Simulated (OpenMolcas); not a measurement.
## Ga+: CASPT2 settings compared

```
Program             : OpenMolcas 26.06
Basis               : ANO-RCC-VTZP [6s5p3d1f]
Scalar Hamiltonian  : DKH3, point nucleus
Active space        : 2 electrons in 4 orbitals (4s 4p)
State averaging     : 2S+1 = 3 even, 3 roots; 2S+1 = 1 even, 7 roots; 2S+1 = 3 odd, 3 roots; 2S+1 = 1 odd, 3 roots
Spin-orbit coupling : state interaction with AMFI integrals over the reference wave functions, term energies averaged over their components
```

Methods on the same reference wave functions:
A. CASSCF
B. SS-CASPT2, IPEA 0.1 Eh, real shift 0.3 Eh (closed shells correlated: 3d)
C. SS-CASPT2, IPEA 0.2 Eh, no level shift (closed shells correlated: 3d)
D. MS-CASPT2, IPEA 0.2 Eh, no level shift (closed shells correlated: 3d)
E. XMS-CASPT2, IPEA 0.5 Eh, sigma1 regulariser 0.25 Eh (closed shells correlated: 3s 3p 3d)

Energies in cm-1 above 4s2 1S0, the measured ground level; measured values from NIST Handbook of Basic Atomic Spectroscopic Data.

```json
{"Level": "4s2 1S0", "A": "0.0", "B": "0.0", "C": "0.0", "D": "0.0", "E": "0.0", "Measured": "0.0"}
{"Level": "4s 4p 3P* 0", "A": "43066", "B": "45510", "C": "45560", "D": "45780", "E": "46710", "Measured": "47368"}
{"Level": "4s 4p 3P* 1", "A": "43439", "B": "45880", "C": "45930", "D": "46150", "E": "47080", "Measured": "47814"}
{"Level": "4s 4p 3P* 2", "A": "44199", "B": "46640", "C": "46690", "D": "46910", "E": "47840", "Measured": "48750"}
{"Level": "4s 4p 1P* 1", "A": "74077", "B": "71360", "C": "71380", "D": "71600", "E": "72280", "Measured": "70701"}
{"Level": "4p2 3P0", "A": "109990", "B": "113390", "C": "113490", "D": "113710", "E": "115070", "Measured": ""}
{"Level": "4p2 3P1", "A": "110388", "B": "113800", "C": "113900", "D": "114120", "E": "115480", "Measured": ""}
{"Level": "4p2 3P2 [57 %]", "A": "111084", "B": "114440", "C": "114520", "D": "114740", "E": "115760", "Measured": ""}
{"Level": "4p2 1D2 [57 %]", "A": "119427", "B": "117560", "C": "117100", "D": "117320", "E": "116800", "Measured": "107721"}
{"Level": "4p2 1S0", "A": "138236", "B": "134720", "C": "134580", "D": "135020", "E": "135130", "Measured": ""}
```

Deviations, from unrounded energies. A percentage is the sum of absolute deviations over the sum of measured energies, with the sign that they share, or ± where signs differ.

| Against measurement | Levels | A | B | C | D | E |
| --- | --- | --- | --- | --- | --- | --- |
| mean absolute deviation (cm-1) | 5 | 5700 | 3300 | 3200 | 3100 | 2600 |
| other configurations (%) | 5 | ±8.8 | ±5.1 | ±4.9 | ±4.8 | ±4.0 |

E lies closest to measurement on these levels and A furthest from it. The largest miss of E in the table is 4p2 1D2 [57 %], by +9100 cm-1. The ranking rests on the paired levels alone, and a cruder setting can come out closer through cancelling errors.

Among B to E the level of the table that moves most is 4p2 3P1, by 1700 cm-1 (lowest in B, highest in E). Moves below CASPT2's spread within the term are not significant.

The lowest spin-free term lies below A's lowest term by 0.401 hartree in B, 0.401 hartree in C, 0.402 hartree in D, 0.623 hartree in E.

CASPT2 does not keep the components of a term degenerate, so their means are used; among the terms shown or strongly mixed into the levels shown the widest spread is 310 cm-1 (4p2 1D, E). Over all roots computed the reference weight is 0.91 to 0.96 in C, 0.91 to 0.96 in D, 0.89 to 0.94 in E; the roots of lowest weight are the least certain, and an intruder state may touch them. The ¹D term of p² mixes with s d, which this space lacks. Without dynamic correlation excited terms often stand tens of per cent too high (terms of higher spin than the ground term too low), and those without a measured partner can miss by more than the paired ones (holds for A). Computed and measured levels are paired by configuration, term and J; levels that our copy of the source lacks, or whose pairing is in doubt (as where it misses far off the trend of its configuration), stay unpaired and out of the deviations. Only configurations of the active space appear.

A share in square brackets marks a mixed level and gives the weight of the term that names it, the lowest over the columns. * marks odd parity.
